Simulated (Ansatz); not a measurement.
**FeS (charge +1): shapes and states compared**

Program: Ansatz, Gaussian basis, development build. Basis cc-pwCVTZ-DK on Fe, cc-pVTZ-DK on S, scalar X2C without spin–orbit coupling, 10 orbitals frozen in the corrections; active space CAS(11,9). Restricted Hartree–Fock, then the lowest state-specific CASSCF solution met for each case. On stretched bonds single-reference methods can fail or change state. Solutions in different active orbitals can move differences by tenths of an eV and at times more than 1 eV.

Case A, quartet: bond length 2.0170 Å.

Case B, sextet: the shape of A.

Energy less that of case A, in eV:

```tsv
case	RHF/ROHF	CASSCF
B	-2.931	-0.287
```

(1) Give the SC-NEVPT2 energies against case A.

(2) Which case is lowest, and do the methods agree?

Answers

(1) B: -0.450 eV (-10.4 kcal/mol).

(2) B is lowest in SC-NEVPT2. Of the methods shown, RHF/ROHF, CASSCF agree.
